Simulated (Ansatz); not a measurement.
Start from `[SiH3]CN[SiH2]Cl` and change one atom or group to get `CN[SiH2]Cl`.

Ansatz, PBE0-D4/def2-TZVP geometries, multiplicity 1. Each molecule was computed in one conformer, which needn't be the lowest.

```tsv
property	`[SiH3]CN[SiH2]Cl`
size of the dipole moment (ωB97M-V/def2-TZVPP) / D	1.46
LUMO energy (B3LYP/def2-TZVPP) / eV	-0.01
HOMO–LUMO gap (PBE/def2-TZVPP) / eV	5.34
size of the dipole moment (B3LYP/def2-TZVPP) / D	1.46
HOMO energy (PBE/def2-TZVPP) / eV	-5.97
HOMO–LUMO gap (ωB97M-V/def2-TZVPP) / eV	11.35
```

(1) What does the change do to each property? (Estimate.)

Results:

(1) Computed: 
```csv
property,`CN[SiH2]Cl`,shift
size of the dipole moment (ωB97M-V/def2-TZVPP) / D,2.18,0.72
LUMO energy (B3LYP/def2-TZVPP) / eV,0.29,0.30
HOMO–LUMO gap (PBE/def2-TZVPP) / eV,5.67,0.33
size of the dipole moment (B3LYP/def2-TZVPP) / D,2.19,0.73
HOMO energy (PBE/def2-TZVPP) / eV,-5.97,0.00
HOMO–LUMO gap (ωB97M-V/def2-TZVPP) / eV,11.77,0.42
```

With PBE0 the HOMO falls by 0.07 eV and the LUMO rises by 0.33 eV, so the gap widens by about 0.40 eV. PBE moves the HOMO by 0.00 eV and ωB97M-V by -0.10 eV. Dipoles are sizes alone; their direction can turn.

B3LYP here is the variant with VWN-RPA as its local correlation; programs differ in this.
